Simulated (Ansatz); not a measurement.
Reaction (hydrogenolysis of a C–C bond): `CBC(C)C` + H₂ → `CBCC` + CH₄

Gas-phase electronic energies from Ansatz, PBE0-D4/def2-TZVP geometries. CCSD(T)/CBS is the MP2 limit (def2-TZVPP, def2-QZVPP) plus CCSD(T) − MP2 in def2-TZVPP, frozen cores. This one scheme is used for every species. DFT in def2-TZVPP. HSE06 is defined as in plane-wave codes. One conformer a species, not always the lowest.

`CBC(C)C`:

```xyz
16

C     0.361   -1.593   -1.448
B     0.019   -1.151    0.006
C     0.172    0.298    0.581
C     0.470    1.404   -0.425
C    -0.983    0.681    1.510
H    -0.338   -2.344   -1.825
H     0.462   -0.788   -2.179
H     1.329   -2.115   -1.398
H    -0.326   -2.003    0.786
H     1.063    0.175    1.227
H     1.343    1.173   -1.039
H     0.659    2.359    0.074
H    -0.376    1.555   -1.103
H    -1.158   -0.084    2.270
H    -0.785    1.629    2.018
H    -1.913    0.805    0.946
```

H₂:

```xyz
2

H    -0.227   -0.114   -0.273
H     0.227    0.114    0.273
```

`CBCC`:

Z-matrix (Å, degrees):
```
C
B 1 1.558
H 1 1.102 2 106.0
H 1 1.094 2 112.7 3 -114.0
H 1 1.092 2 115.8 3 118.6
C 2 1.561 1 125.2 3 -104.1
H 2 1.205 1 117.9 3 73.8
C 6 1.522 2 118.8 1 -1.0
H 6 1.101 2 106.8 1 125.1
H 6 1.102 2 106.1 1 -126.3
H 8 1.093 6 112.0 2 179.8
H 8 1.093 6 111.4 2 59.5
H 8 1.093 6 111.4 2 -59.9
```

CH₄:

Cartesian coordinates in Å:
```
C 0.000 0.000 0.000
H -0.055 0.879 0.642
H -0.932 -0.560 0.070
H 0.828 -0.632 0.319
H 0.159 0.313 -1.032
```

Task: Is it downhill or uphill in electronic energy at CCSD(T)/CBS, and by how much? (Best estimate.)

Result: Computed: Downhill: ΔE = -71.9 kJ/mol.

Task: What do these levels give: PBE-D4, HSE06-D4, ωB97M-V, revPBE, HF/def2-SVP, MP2/def2-QZVPP? (An estimate is asked.)

Result: The calculation gave: PBE-D4 -73.1, HSE06-D4 -75.8, ωB97M-V -74.8, revPBE -84.2, HF/def2-SVP -96.4, MP2/def2-QZVPP -68.4 kJ/mol.

Largest T1 diagnostic among the species: 0.009.

The D4 term adds +10.1 kJ/mol with B3LYP and +5.6 kJ/mol with PBE0; it sums over pairs of atoms, weighted by their polarisabilities, and B3LYP, whose exchange is more repulsive, gets the larger term. Leaving LDA and LC-ωPBE aside and taking each functional with its dispersion term where it has one, the values, not all of them listed here, spread over 15.4 kJ/mol, from B97M-V to revPBE-D4. LDA lies +10.5 kJ/mol from PBE without D4.

B3LYP here is the variant with VWN-RPA as its local correlation; programs differ in this.
